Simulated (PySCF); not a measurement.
CH8Si2, charge +1, quartet, at a GFN2-xTB geometry of the parent state (a state made from the parent by changing its charge; the spin is typed, not shown lowest); MP2/STO-3G (PySCF).

Here is a job for PySCF.
```python
from pyscf import gto, scf, mp

mol = gto.Mole()
mol.atom = '''
    Si    1.469501    0.675243   -0.004315
    C     0.249959   -0.773362   -0.140745
    Si   -1.582865   -0.324499    0.068147
    H     2.839701    0.182994   -0.185178
    H     1.181014    1.668952   -1.040543
    H     1.358676    1.297376    1.316715
    H     0.513805   -1.524899    0.604684
    H     0.384534   -1.254531   -1.110514
    H    -1.982528    0.632796   -0.965442
    H    -1.804865    0.261220    1.391816
    H    -2.402995   -1.534148   -0.060719
'''
mol.basis = 'sto-3g'
mol.charge = 1
mol.spin = 3
mol.verbose = 5
mol.build()

mf = scf.UHF(mol)
mf.kernel()

pt = mp.MP2(mf)
pt.kernel()
print('E(MP2) = %.10f' % pt.e_tot)
mf.analyze()
```

Output, abridged:

```
PySCF version 2.14.0

[INPUT] verbose = 5
[INPUT] max_memory = 4000
[INPUT] num. atoms = 11
[INPUT] num. electrons = 41
[INPUT] charge = 1
[INPUT] spin (= nelec alpha-beta = 2S) = 3
[INPUT] symmetry False subgroup None
[INPUT] Mole.unit = angstrom
[INPUT] Symbol           X                Y                Z      unit          X                Y                Z       unit  Magmom
[...]
[INPUT] ---------------- BASIS SET ----------------
[INPUT] l, kappa, [nprim/nctr], expnt,             c_1 c_2 ...
[INPUT] Si
[...]
                                74.28083305       0.5353281423
                                20.10329229       0.4446345422
[...]
                                5.389706871       0.3995128261
                                1.752899952       0.7001154689
[...]
                                0.4125648801      0.2255954336
                                0.1614750979      0.900398426
[...]
                                5.389706871       0.6076837186
                                1.752899952       0.3919573931
[...]
                                0.4125648801      0.5951670053
                                0.1614750979      0.462001012
[INPUT] H
[...]
                                0.62391373        0.53532814
                                0.1688554         0.44463454
[INPUT] C
[...]
                                13.045096         0.53532814
                                3.5305122         0.44463454
[...]
                                0.6834831         0.39951283
                                0.2222899         0.70011547
[...]
                                0.6834831         0.60768372
                                0.2222899         0.39195739

nuclear repulsion = 150.449941345671
number of shells = 21
number of NR pGTOs = 93
number of NR cGTOs = 31
basis = sto-3g
ecp = {}

******** <class 'pyscf.scf.uhf.UHF'> ********
method = UHF
initial guess = minao
damping factor = 0
level_shift factor = 0
DIIS = <class 'pyscf.scf.diis.CDIIS'>
diis_start_cycle = 1
diis_space = 8
diis_damp = 0
SCF conv_tol = 1e-09
SCF conv_tol_grad = None
SCF max_cycles = 50
direct_scf = True
direct_scf_tol = 1e-13
number electrons alpha = 22  beta = 19
Set gradient conv threshold to 3.16228e-05
E1 = -1148.48290047382  E2 = 385.3464902226939  Ecoul = 434.05688988821026  Exc = -48.71039966551638
init E= -612.686468905455
cond(S) = 9.34770104724023

  alpha mo_energy =
[-67.9799267  -67.97991253 -11.15633311  -5.99012644  -5.98973975
  -3.99711188  -3.99665518  -3.9965448   -3.99649483  -3.9964469
  -3.99603828  -1.2856899   -0.84660153  -0.79159337  -0.5372674
  -0.4556871   -0.40367727  -0.39810913  -0.38139349  -0.34529714
  -0.30470578   0.30769145   0.37153696   0.40338143   0.41315341
   0.41446744   0.43238718   0.44392735   0.49564562   0.57996963
   0.58506354]
  beta  mo_energy =
[-67.9799267  -67.97991253 -11.15633311  -5.99012644  -5.98973975
  -3.99711188  -3.99665518  -3.9965448   -3.99649483  -3.9964469
  -3.99603828  -1.2856899   -0.84660153  -0.79159337  -0.5372674
  -0.4556871   -0.40367727  -0.39810913  -0.38139349  -0.34529714
  -0.30470578   0.30769145   0.37153696   0.40338143   0.41315341
   0.41446744   0.43238718   0.44392735   0.49564562   0.57996963
   0.58506354]
multiplicity <S^2> = 3.75  2S+1 = 4
E1 = -1140.1091892578315  E2 = 377.2193461467265  Ecoul = 425.7419638208769  Exc = -48.52261767415041
cycle= 1 E= -612.439901765434  delta_E= 0.247  |g|= 0.173  |ddm|= 3.41

  alpha mo_energy =
[-68.2359882  -68.23597182 -11.38012738  -6.22037222  -6.22005249
  -4.24951225  -4.24915318  -4.2399781   -4.23894186  -4.2369235
  -4.23681835  -1.2876745   -0.95828224  -0.93525184  -0.86944965
  -0.80234181  -0.71683114  -0.66567747  -0.65948263  -0.64769764
  -0.64682951  -0.16122087   0.15879927   0.25860091   0.26994288
   0.29974837   0.30480546   0.31664023   0.3387405    0.40482039
   0.41137877]
  beta  mo_energy =
[-68.22913492 -68.22911865 -11.34122923  -6.20773465  -6.20740735
  -4.23184975  -4.23176032  -4.23163643  -4.23060113  -4.22480977
  -4.22457256  -1.13924619  -0.85079033  -0.83805176  -0.81845822
  -0.60656816  -0.60508421  -0.6000164   -0.56310301  -0.34528269
  -0.27922478   0.2715227    0.31491602   0.32753165   0.33223959
   0.35639688   0.36299289   0.36455751   0.41853538   0.4671938
   0.47070097]
multiplicity <S^2> = 3.7570223  2S+1 = 4.0035096
E1 = -1141.4620403904082  E2 = 378.5253686951863  Ecoul = 427.1026469984018  Exc = -48.57727830321551
cycle= 2 E= -612.486730349551  delta_E= -0.0468  |g|= 0.0771  |ddm|= 0.722

  alpha mo_energy =
[-68.1846405  -68.18462435 -11.28398862  -6.17808875  -6.17776991
  -4.21031516  -4.20999704  -4.19802169  -4.19692917  -4.19617695
  -4.1960711   -1.24698657  -0.9375628   -0.91308303  -0.83170099
  -0.78112725  -0.69777154  -0.65771681  -0.6490244   -0.64298479
  -0.64266001  -0.14768833   0.19221398   0.28173465   0.29485014
   0.31768243   0.32017103   0.33205118   0.35135966   0.4452758
   0.44616133]
  beta  mo_energy =
[-68.17872529 -68.17870908 -11.24019024  -6.16742058  -6.16709082
  -4.19351856  -4.19275444  -4.19263017  -4.1922941   -4.18334186
  -4.18307597  -1.09235384  -0.84046713  -0.82815389  -0.78371388
  -0.60552445  -0.60294076  -0.58870645  -0.55851956  -0.30146029
  -0.22767552   0.31196316   0.34098095   0.34454689   0.34610067
   0.3686791    0.37100341   0.37864246   0.44239774   0.50465965
   0.50876586]
multiplicity <S^2> = 3.763796  2S+1 = 4.0068921
E1 = -1140.9420235133016  E2 = 377.987771667922  Ecoul = 426.58738032625956  Exc = -48.59960865833756
cycle= 3 E= -612.504310499708  delta_E= -0.0176  |g|= 0.0539  |ddm|= 0.364

  alpha mo_energy =
[-68.18485659 -68.1848403  -11.35039677  -6.17880457  -6.17848089
  -4.21391331  -4.21358904  -4.19790763  -4.19750277  -4.19739641
  -4.19682211  -1.28646042  -0.94642483  -0.92584006  -0.86233269
  -0.80614788  -0.72078163  -0.65345213  -0.64474408  -0.64373133
  -0.64169664  -0.17800534   0.16546815   0.2843749    0.28451545
[...]
converged SCF energy = -612.521492965454  <S^2> = 3.7602714  2S+1 = 4.0051324
E(UMP2) = -612.6484887581  E_corr = -0.126995792646569
E(SCS-UMP2) = -612.66445080277  E_corr = -0.142957837316209
E(MP2) = -612.6484887581
Total Energy =                        -612.521492965453604
[...]
6 H 1s           0.00001  -0.01748  -0.33333   0.00007  -0.23220
7 H 1s           0.00001  -0.01748   0.33333   0.00008  -0.23220
8 H 1s           0.08639   0.01815   0.26920   0.26849   0.25894
9 H 1s           0.08639   0.01815  -0.26921   0.26848   0.25894
10 H 1s          0.19673   0.31250   0.00000  -0.01565  -0.18377
               #26       #27       #28       #29       #30
0 Si 1s         -0.00000  -0.00065   0.00056   0.00025   0.00000
0 Si 2s          0.00000   0.00397  -0.00321  -0.00190  -0.00000
0 Si 3s         -0.00000  -0.28405   0.24715   0.10306   0.00001
0 Si 2px         0.00122   0.01022  -0.01319  -0.00573   0.00080
0 Si 2py        -0.00255   0.00887  -0.00715   0.01517  -0.00166
0 Si 2pz         0.01617   0.00063  -0.00013   0.00282   0.01055
0 Si 3px        -0.03999  -0.33239   0.42123   0.17081  -0.02462
0 Si 3py         0.08363  -0.28697   0.23388  -0.47858   0.05142
0 Si 3pz        -0.53057  -0.02018   0.00512  -0.08831  -0.32613
1 C 1s           0.00000   0.00332   0.00000   0.00000  -0.00000
1 C 2s          -0.00000  -0.24887  -0.00008  -0.00000   0.00005
1 C 2px          0.00000   0.01510   0.18569  -0.41408   0.04394
1 C 2py         -0.00001  -0.04694   0.06081  -0.13560  -0.09193
1 C 2pz          0.00004  -0.00854  -0.00441   0.00983   0.58257
2 Si 1s         -0.00000  -0.00065  -0.00056  -0.00025   0.00000
2 Si 2s          0.00000   0.00397   0.00321   0.00190  -0.00000
2 Si 3s         -0.00000  -0.28390  -0.24732  -0.10306   0.00001
2 Si 2px        -0.00122  -0.01344  -0.01485   0.00424   0.00079
2 Si 2py         0.00255   0.00112  -0.00203  -0.01566  -0.00166
2 Si 2pz        -0.01617   0.00119   0.00080  -0.00279   0.01055
2 Si 3px         0.03999   0.43620   0.47756  -0.14166  -0.02456
2 Si 3py        -0.08364  -0.03516   0.06040   0.48816   0.05144
2 Si 3pz         0.53062  -0.03842  -0.02647   0.08763  -0.32616
3 H 1s           0.00000   0.29952  -0.35929  -0.29560   0.00002
4 H 1s          -0.32371   0.21654  -0.17038   0.14268  -0.17734
5 H 1s           0.32372   0.21653  -0.17037   0.14268   0.17732
6 H 1s          -0.00003   0.10220   0.00004   0.00001  -0.39056
7 H 1s           0.00004   0.10220   0.00004   0.00001   0.39042
8 H 1s           0.32375   0.21642   0.17050  -0.14269  -0.17735
9 H 1s          -0.32375   0.21643   0.17050  -0.14269   0.17733
10 H 1s          0.00000   0.29930   0.35947   0.29561   0.00002
               #31
0 Si 1s         -0.00008
0 Si 2s          0.00079
0 Si 3s         -0.03575
0 Si 2px        -0.00707
0 Si 2py         0.00156
0 Si 2pz         0.00078
0 Si 3px         0.22184
0 Si 3py        -0.04513
0 Si 3pz        -0.02389
1 C 1s           0.00489
1 C 2s          -0.31272
1 C 2px         -0.18504
1 C 2py          0.57255
1 C 2pz          0.10430
2 Si 1s         -0.00008
2 Si 2s          0.00079
2 Si 3s         -0.03575
2 Si 2px         0.00481
2 Si 2py         0.00545
2 Si 2pz         0.00050
2 Si 3px        -0.15299
2 Si 3py        -0.16792
2 Si 3pz        -0.01499
3 H 1s          -0.13405
4 H 1s           0.05158
5 H 1s           0.05164
6 H 1s           0.43372
7 H 1s           0.43385
8 H 1s           0.05159
9 H 1s           0.05165
10 H 1s         -0.13407

To work with the spin densities directly, `use mulliken_meta_spin()` only printing them here.

 ** Mulliken spin pop alpha/beta on meta-lowdin orthogonal AOs **
 ** Mulliken Spin Density (per AO)  **
spin_pop of  0 Si 1s        0.00000
spin_pop of  0 Si 2s        0.00003
spin_pop of  0 Si 3s        0.07233
spin_pop of  0 Si 2px       0.00009
spin_pop of  0 Si 2py       0.00017
spin_pop of  0 Si 2pz      -0.00003
spin_pop of  0 Si 3px       0.16121
spin_pop of  0 Si 3py       0.32483
spin_pop of  0 Si 3pz      -0.00329
spin_pop of  1 C 1s        0.00002
spin_pop of  1 C 2s        0.27973
spin_pop of  1 C 2px       0.61784
spin_pop of  1 C 2py       0.66177
spin_pop of  1 C 2pz       0.09221
spin_pop of  2 Si 1s        0.00000
spin_pop of  2 Si 2s        0.00003
spin_pop of  2 Si 3s        0.07234
spin_pop of  2 Si 2px       0.00026
spin_pop of  2 Si 2py      -0.00001
spin_pop of  2 Si 2pz      -0.00003
spin_pop of  2 Si 3px       0.44788
spin_pop of  2 Si 3py       0.03435
spin_pop of  2 Si 3pz       0.00054
spin_pop of  3 H 1s        0.06115
spin_pop of  4 H 1s        0.04421
spin_pop of  5 H 1s        0.04421
spin_pop of  6 H 1s       -0.03072
spin_pop of  7 H 1s       -0.03072
spin_pop of  8 H 1s        0.04421
spin_pop of  9 H 1s        0.04421
spin_pop of  10 H 1s        0.06116
 ** Mulliken Spin Density (per atom)  **
spin density of  0 Si =      0.55533
spin density of  1 C =      1.65157
spin density of  2 Si =      0.55537
spin density of  3 H =      0.06115
spin density of  4 H =      0.04421
spin density of  5 H =      0.04421
spin density of  6 H =     -0.03072
spin density of  7 H =     -0.03072
spin density of  8 H =      0.04421
spin density of  9 H =      0.04421
spin density of  10 H =      0.06116
 ** Mulliken pop alpha/beta on meta-lowdin orthogonal AOs **
 ** Mulliken pop       alpha | beta **
[...]
In total            22.00000 | 19.00000
 ** Mulliken atomic charges   ( Nelec_alpha | Nelec_beta ) **
charge of  0Si =      0.54691  (     7.00421      6.44888 )
charge of  1C =      0.01642  (     3.81758      2.16600 )
charge of  2Si =      0.54689  (     7.00424      6.44887 )
charge of  3H =     -0.07116  (     0.56616      0.50500 )
charge of  4H =     -0.06409  (     0.55415      0.50994 )
charge of  5H =     -0.06409  (     0.55415      0.50994 )
charge of  6H =      0.14423  (     0.41252      0.44324 )
charge of  7H =      0.14423  (     0.41252      0.44324 )
charge of  8H =     -0.06409  (     0.55415      0.50994 )
charge of  9H =     -0.06409  (     0.55415      0.50994 )
charge of  10H =     -0.07116  (     0.56616      0.50500 )

WARN: System has nonzero charge 1; the dipole moment is origin-dependent.
Location of origin: [0. 0. 0.]

Dipole moment(X, Y, Z, Debye):  0.63563, -1.96597, -0.35781
```
